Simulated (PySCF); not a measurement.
Working out the excitation energy of Kr+

Kr+ [Ar] 3d10 4s2 4p5 (2P) → Kr+ [Ar] 3d10 4s2 4p4 5s1 (4P). All numbers are calculated (PySCF 2.14, the spin-free X2C one-electron Hamiltonian (Gaussian nucleus), in aug-cc-pVTZ-DK (7s6p4d2f, 59 functions)). Frozen: [Ar] 3d10. Energies in hartree (1 hartree = 27.21139 eV):

```tsv
part	Kr+ (lower)	Kr+ (upper)
UHF	-2787.693795	-2787.200881
CCSD correlation	-0.159023	-0.144626
(T)	-0.004216	-0.004338
```

**Question.** What does Hartree-Fock give?

**Answer.** (-2787.200881) − (-2787.693795) = 0.492914 hartree = 13.413 eV.

**Question.** What do CCSD and CCSD(T) give?

**Answer.** The CCSD correlation energies differ by 0.014397 hartree = 0.392 eV and the triples by -0.000122 hartree = -0.003 eV, so CCSD gives 13.805 eV and CCSD(T) 13.802 eV.

Measured between the centres of the two terms (NIST): 13.959 eV, so CCSD(T) (valence) is off by -0.157 eV.

What remains against the reference includes basis incompleteness, the frozen core and higher excitations.
